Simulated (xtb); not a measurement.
C₆H₁₁O₂ (SMILES [CH2]CCCOC(C)=O), doublet, at a GFN2-xTB geometry; GFN1-xTB (xtb 6.7.1).

Input for xtb:
```
$ xtb mol.xyz --gfn 1 --uhf 1 --etemp 10000 --json

# file mol.xyz
19

C     -3.85807020     0.95967222    -0.37650342
C     -2.72379607     0.02789644    -0.49555616
C     -1.39761999     0.64685582    -0.06119054
C     -0.25058292    -0.34322575    -0.19481689
O      0.95414043     0.29651878     0.22769156
C      2.05926239    -0.45553238     0.23387704
C      3.24508912     0.32972990     0.72954954
O      2.08017313    -1.60963750    -0.10279019
H     -4.84320800     0.64269278    -0.65596761
H     -3.71897749     1.95634279    -0.01046028
H     -2.63802306    -0.32814218    -1.53343044
H     -2.91680053    -0.87654340     0.10142949
H     -1.46450970     0.97202389     0.97819619
H     -1.18084832     1.52369226    -0.67324169
H     -0.12987024    -0.67491334    -1.23287639
H     -0.41651639    -1.23223889     0.42498240
H      3.09795120     1.38880713     0.54418736
H      3.34243878     0.16887191     1.80158139
H      4.14816110    -0.02802071     0.24423123
```

What the program printed (banner, timings and long lists left out):

```
   ID    Z sym.   atoms
    1    6 C      1-4, 6, 7
    2    8 O      5, 8
    3    1 H      9-19

           -------------------------------------------------
          |                Calculation Setup                |
           -------------------------------------------------

           -------------------------------------------------
          |                 G F N 1 - x T B                 |
           -------------------------------------------------

          ...................................................
          :                      SETUP                      :
          :.................................................:
          :  # basis functions                  54          :
          :  # atomic orbitals                  54          :
          :  # shells                           38          :
          :  # electrons                        47          :
          :  # halogen bonds                     0          :
          :  max. iterations                   250          :
          :  Hamiltonian                  GFN1-xTB          :
          :  restarted?                      false          :
          :  GBSA solvation                  false          :
          :  PC potential                    false          :
          :  electronic temp.        10000.0000000     K    :
          :  accuracy                    1.0000000          :
          :  -> integral cutoff          0.2500000E+02      :
          :  -> integral neglect         0.1000000E-07      :
          :  -> SCF convergence          0.1000000E-05 Eh   :
          :  -> wf. convergence          0.2000000E-04 e    :
          :  Broyden damping             0.4000000          :
          :  net charge                          0          :
          :  unpaired electrons                  1          :
          ...................................................

 iter      E             dE          RMSdq      gap      omega  full diag
   1    -28.1326705 -0.281327E+02  0.808E+00    4.49       0.0  T
   2    -28.2670109 -0.134340E+00  0.482E+00    1.91       1.0  T
   3    -28.2259585  0.410523E-01  0.220E+00    4.81       1.0  T
   4    -28.2786753 -0.527168E-01  0.514E-01    2.04       1.0  T
   5    -28.2891974 -0.105221E-01  0.148E-01    2.98       1.0  T
   6    -28.2896728 -0.475409E-03  0.293E-02    2.84       1.0  T
   7    -28.2896840 -0.111935E-04  0.614E-03    2.83       3.7  T
   8    -28.2896844 -0.403296E-06  0.264E-03    2.83       8.7  T
[...]
         :: total energy             -27.989910713926 Eh    ::
[...]
    14H     0.04687  0.10509   0.953  0.000  0.000
    15H     0.04389  0.10946   0.956  0.000  0.000
    16H     0.04511  0.11128   0.955  0.000  0.000
    17H     0.05455  0.11157   0.945  0.000  0.000
    18H     0.06075  0.11539   0.939  0.000  0.000
    19H     0.05959  0.11484   0.940  0.000  0.000

Wiberg/Mayer (AO) data.
largest (>0.10) Wiberg bond orders for each atom

 ---------------------------------------------------------------------------
     #   Z sym  total        # sym  WBO       # sym  WBO       # sym  WBO
 ---------------------------------------------------------------------------
     1   6 C    3.073 --     2 C    1.068    10 H    0.976     9 H    0.974
     2   6 C    3.945 --     1 C    1.068     3 C    0.993    11 H    0.937
                            12 H    0.937
     3   6 C    3.944 --     4 C    0.994     2 C    0.993    13 H    0.966
                            14 H    0.966
     4   6 C    3.852 --     3 C    0.994    15 H    0.959    16 H    0.959
                             5 O    0.901
     5   8 O    2.119 --     6 C    1.054     4 C    0.901     8 O    0.104
     6   6 C    3.660 --     8 O    1.609     5 O    1.054     7 C    0.964
     7   6 C    3.938 --    17 H    0.975    19 H    0.972     6 C    0.964
                            18 H    0.956
     8   8 O    1.807 --     6 C    1.609     5 O    0.104
     9   1 H    0.990 --     1 C    0.974
    10   1 H    0.989 --     1 C    0.976
    11   1 H    0.975 --     2 C    0.937
    12   1 H    0.974 --     2 C    0.937
    13   1 H    0.992 --     3 C    0.966
    14   1 H    0.992 --     3 C    0.966
    15   1 H    0.995 --     4 C    0.959
    16   1 H    0.995 --     4 C    0.959
    17   1 H    0.995 --     7 C    0.975
    18   1 H    0.987 --     7 C    0.956
    19   1 H    0.993 --     7 C    0.972
 ---------------------------------------------------------------------------

Topologies differ in total number of bonds
Writing topology from bond orders to xtbtopo.mol

 dipole moment from electron density (au)
     X       Y       Z
  -0.3082   0.7837   0.2056  total (Debye):    2.203

           -------------------------------------------------
          | TOTAL ENERGY              -27.989910713926 Eh   |
          | GRADIENT NORM               0.038822781894 Eh/α |
          | HOMO-LUMO GAP               2.823820272414 eV   |
           -------------------------------------------------

normal termination of xtb
```
